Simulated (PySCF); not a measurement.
Molfile (atoms numbered from 1):
```
C5H10F2OSi
     RDKit          3D

 19 19  0  0  0  0  0  0  0  0999 V2000
    2.1407    1.4106   -0.9459 F   0  0  0  0  0  0  0  0  0  0  0  0
    2.4329    0.1135   -0.6746 C   0  0  0  0  0  0  0  0  0  0  0  0
    2.2516   -0.5851   -1.8276 F   0  0  0  0  0  0  0  0  0  0  0  0
    1.5199   -0.4163    0.3953 C   0  0  0  0  0  0  0  0  0  0  0  0
   -0.2693   -0.6541   -0.1830 Si  0  0  2  0  0  4  0  0  0  0  0  0
   -1.0571    0.8373   -1.0184 C   0  0  0  0  0  0  0  0  0  0  0  0
   -2.4195    0.8733   -0.3101 C   0  0  0  0  0  0  0  0  0  0  0  0
   -2.2034    0.4263    1.1384 C   0  0  0  0  0  0  0  0  0  0  0  0
   -1.2882   -0.6532    1.1584 O   0  0  0  0  0  0  0  0  0  0  0  0
    3.5070    0.0621   -0.4231 H   0  0  0  0  0  0  0  0  0  0  0  0
    1.9053   -1.3834    0.7558 H   0  0  0  0  0  0  0  0  0  0  0  0
    1.5308    0.2753    1.2520 H   0  0  0  0  0  0  0  0  0  0  0  0
   -0.3877   -1.9493   -0.9118 H   0  0  0  0  0  0  0  0  0  0  0  0
   -1.1400    0.7743   -2.1126 H   0  0  0  0  0  0  0  0  0  0  0  0
   -0.4550    1.7314   -0.7877 H   0  0  0  0  0  0  0  0  0  0  0  0
   -2.8946    1.8670   -0.3494 H   0  0  0  0  0  0  0  0  0  0  0  0
   -3.1101    0.1673   -0.8020 H   0  0  0  0  0  0  0  0  0  0  0  0
   -1.8045    1.2651    1.7419 H   0  0  0  0  0  0  0  0  0  0  0  0
   -3.1461    0.1040    1.6096 H   0  0  0  0  0  0  0  0  0  0  0  0
  1  2  1  0
  2  3  1  0
  2  4  1  0
  4  5  1  0
  5  6  1  0
  6  7  1  0
  7  8  1  0
  8  9  1  0
  9  5  1  0
  2 10  1  0
  4 11  1  0
  4 12  1  0
  5 13  1  6
  6 14  1  0
  6 15  1  0
  7 16  1  0
  7 17  1  0
  8 18  1  0
  8 19  1  0
M  END
```

Geometry: PBE0-D3(BJ)/def2-SVP; GIAO absolute shieldings from PySCF 2.14, gas phase, non-relativistic, averaged over equivalent atoms.

At PBE0/pcSseg-1 (210 basis functions, 34 s wall time on 1 thread of an Intel Xeon 6975P-C, shared host):
```json
{"atoms": "F3", "σ (ppm)": "295.3"}
{"atoms": "F1", "σ (ppm)": "295.4"}
{"atoms": "C2", "σ (ppm)": "64.6"}
{"atoms": "C8", "σ (ppm)": "114.3"}
{"atoms": "C7", "σ (ppm)": "154.9"}
{"atoms": "C4", "σ (ppm)": "159.6"}
{"atoms": "C6", "σ (ppm)": "172.3"}
{"atoms": "Si5", "σ (ppm)": "329.0"}
{"atoms": "O9", "σ (ppm)": "288.1"}
{"atoms": "H10", "σ (ppm)": "25.18"}
{"atoms": "H13", "σ (ppm)": "26.13"}
{"atoms": "H19", "σ (ppm)": "27.15"}
{"atoms": "H18", "σ (ppm)": "27.66"}
{"atoms": "H16", "σ (ppm)": "29.43"}
{"atoms": "H17", "σ (ppm)": "29.62"}
{"atoms": "H11", "σ (ppm)": "29.63"}
{"atoms": "H14", "σ (ppm)": "30.19"}
{"atoms": "H15", "σ (ppm)": "30.22"}
{"atoms": "H12", "σ (ppm)": "30.28"}
```

Problem. Estimate the result of repeating the calculation with wB97X-D/pcSseg-1.

Solution. 
```tsv
atoms	σ at wB97X-D/pcSseg-1	change
F3	300.5	+5.2
F1	300.3	+4.9
C2	64.9	+0.3
C8	115.0	+0.7
C7	155.5	+0.6
C4	160.0	+0.4
C6	173.4	+1.1
Si5	329.8	+0.8
O9	293.1	+5.0
H10	25.37	+0.19
H13	26.34	+0.21
H19	27.32	+0.17
H18	27.82	+0.16
H16	29.61	+0.18
H17	29.77	+0.15
H11	29.81	+0.18
H14	30.38	+0.19
H15	30.36	+0.14
H12	30.42	+0.14
```

The largest change is at F3 (fluorine of a CF2 group). Cost: 210 basis functions, 40 s wall time on 1 thread of an Intel Xeon 6975P-C, shared host. The order of the carbon signals is the same at both levels.
